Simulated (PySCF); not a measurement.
Simulated characterisation data

PySCF 2.14 calculation with PBE0/pcSseg-1 with gauge-including orbitals and structure optimised with GFN2-xTB; isolated molecule, no relativistic terms, one computed conformer, fast rotation and ring inversion assumed for equivalent nuclei.

Chemical shifts δ = σref − σ; 1H (σ = 31.72 ppm) and 13C (σ = 186.93 ppm) vs TMS, all at this level. Splittings of carbon signals by F and P are missing where no couplings were computed. Where no couplings were computed, multiplicities follow the n + 1 count of equivalent neighbours, and m marks all less simple cases (inequivalent or close neighbours, rings, F or P nearby). Shifts are as computed. Against solution values, carbons near 30 ppm lie about +3 ppm off and those near 130 ppm about +5 ppm; carbons on Cl a further +6 ppm (rms about the fit 2.1 ppm; single classes can miss by 10 ppm). Of 1328 compounds with measured shifts, 309 miss one by over three times the rms of a fit or turn the order of signals round; such compounds aren't used in these exercises. Signals without a measured value on file couldn't be tested in this way; 1H shifts scatter by 0.2 ppm about their fit, and single ones miss by 0.5 ppm. Carbons bonded to Cl come out too deshielded.

Compound 1 (C$_{6}$H$_{6}$ClF). 1H NMR (400 MHz, computed): δ 6.34 (m, 1H), 6.34 (m, 1H), 5.87 (m, 1H), 5.10 (m, 1H), 3.26 (m, 1H), 2.94 (m, 1H). 13C{1H} NMR (computed): δ 168.5, 139.6, 134.0, 115.1, 57.4, 31.8. Structure: `[C@H]1(Cl)C(F)=CCC=C1`.

Compound 2 (C$_{5}$H$_{4}$FNO). 1H NMR (400 MHz, computed): δ 7.86 (m, 1H), 7.68 (m, 1H), 6.15 (m, 1H), 4.10 (m, 1H). 13C{1H} NMR (computed): δ 133.0, 125.3, 117.6, 101.2, 53.2. Structure: `InChI=1S/C5H4FNO/c6-5(3-7)8-4-1-2-4/h1-2,4-5H/t5-/m1/s1`.

Compound 3 (C$_{6}$H$_{7}$Cl). 1H NMR (400 MHz, computed): δ 3.31 (m, 1H), 2.54 (m, 2H), 2.19 (m, 2H), 1.68 (m, 2H). 13C{1H} NMR (computed): δ 67.1, 47.4, 43.2, 15.9. Structure: `[C@@H]12C[C@@]3(Cl)C[C@@H]1[C@H]32`.
